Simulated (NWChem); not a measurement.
Molecule: C₂H₆GeO; SMILES C=C[O][GeH3]

```xyz
10

C      0.0318     2.8972    -0.1026
C     -0.3477     1.6317     0.0859
O      0.5164     0.5975     0.1163
Ge    -0.0234    -1.1114    -0.0185
H      1.0818     3.1515    -0.2634
H     -0.7119     3.6945    -0.0872
H     -1.4092     1.3861     0.2503
H     -0.4408    -1.3880    -1.4731
H      1.2063    -1.9225     0.3939
H     -1.2128    -1.3082     0.9393
```
Atoms are numbered in this order, from 1.

Results from NWChem. Structure relaxed at the PBE0/def2-SVP level.

Task: What does the run give for B3LYP/def2-SVP? Quantities: highest occupied level (eV); orbital gap (eV); dipole (D).

Result: 
| Item | Result |
|---|---|
| highest occupied level (eV) | -6.18 |
| orbital gap (eV) | 6.19 |
| dipole (D) | 1.98 |
